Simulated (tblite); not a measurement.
Parent: `[F:1][C@H:2]1[CH2:3][CH:4]=[CH:5][CH2:6][CH2:7]1` with F1–C2–C3–C4 81°, C2–C3–C4–C5 10°, C4–C5–C6–C7 20°, C5–C6–C7–C2 -49°, C6H9F.

The geometries are computed with GFN2-xTB (gas phase). One conformer each, not checked by frequencies here.

| coordinate of the parent | value |
| --- | --- |
| F1–C2 | 1.386 Å |
| C2–C3 | 1.526 Å |
| C3–C4 | 1.499 Å |
| C4=C5 | 1.322 Å |
| C5–C6 | 1.496 Å |
| C6–C7 | 1.527 Å |
| C2–C7 | 1.524 Å |
| F1–C2–C3 | 109.3° |
| F1–C2–C7 | 109.0° |
| C3–C2–C7 | 111.6° |
| C2–C3–C4 | 112.6° |
| C3–C4–C5 | 123.9° |
| C4–C5–C6 | 123.2° |
| C5–C6–C7 | 111.3° |
| C2–C7–C6 | 110.1° |

How does the shared frame change in `[F:1][CH2:2][C@@H:3]1[CH:4]=[CH:5][CH2:6][CH2:7][C@@H:8]1[F:9]` with F1–C2–C3–C4 -67°, C2–C3–C4–C5 -136°, C4–C5–C6–C7 -17°, C5–C6–C7–C8 47°, C6–C7–C8–F9 59°, C7H10F2? Atoms pair as F1 = F9, C2 = C8, C3 = C3, C4 = C4, C5 = C5, C6 = C6, C7 = C7 (parent first).

| parent | relative | value in the relative | change |
| --- | --- | --- | --- |
| F1–C2 | F9–C8 | 1.385 Å | -0.001 |
| C2–C3 | C8–C3 | 1.531 Å | +0.005 |
| C3–C4 | C3–C4 | 1.504 Å | +0.005 |
| C4=C5 | C4=C5 | 1.321 Å | -0.001 |
| C5–C6 | C5–C6 | 1.496 Å | 0.000 |
| C6–C7 | C6–C7 | 1.528 Å | +0.001 |
| C2–C7 | C8–C7 | 1.524 Å | 0.000 |
| F1–C2–C3 | F9–C8–C3 | 109.6° | +0.3 |
| F1–C2–C7 | F9–C8–C7 | 109.0° | 0.0 |
| C3–C2–C7 | C3–C8–C7 | 111.1° | -0.5 |
| C2–C3–C4 | C8–C3–C4 | 111.6° | -1.0 |
| C3–C4–C5 | C3–C4–C5 | 123.8° | -0.1 |
| C4–C5–C6 | C4–C5–C6 | 123.6° | +0.4 |
| C5–C6–C7 | C5–C6–C7 | 111.5° | +0.2 |
| C2–C7–C6 | C8–C7–C6 | 110.1° | 0.0 |

Of the parent's bonds, C2–C3 and C3–C4 change most and about equally (+0.005 Å). Bonds of the relative outside the shared frame: F1–C2 1.372, C2–C3 1.532 Å. Point group C1 → C1.
